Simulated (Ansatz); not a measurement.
## Ansatz (development build ahead of 0.2.0) run

```yaml
crystal:
  periodic: [false, false, false]
  atoms:
    - { symbol: Mg, position_ang: [0.0, 0.0, 0.0] }
basis:
  gaussian: { orbitals: def2-SVP }
total_charge: 1
magnetization:
  initial_magnetization: 1
hamiltonian:
  xc: pbe0
scf:
  omitted_lower_state_checks: [starts, atomic_configurations, cluster_reference, orbital_swaps, given_window_search, neighbouring_geometries, increment]
output:
  forces: true
```

The input is written out in the form of the current development build from the run's settings.

The run gave:

```yaml
Converged: yes
Total_energy: -199.61186 hartree
Spin_squared_of_the_determinant: 0.750
Stability_test: minimum among restricted orbitals
```

Forces (eV/Å):
```json
{"atom": "Mg1", "Fx": "0.000", "Fy": "0.000", "Fz": "0.000"}
```
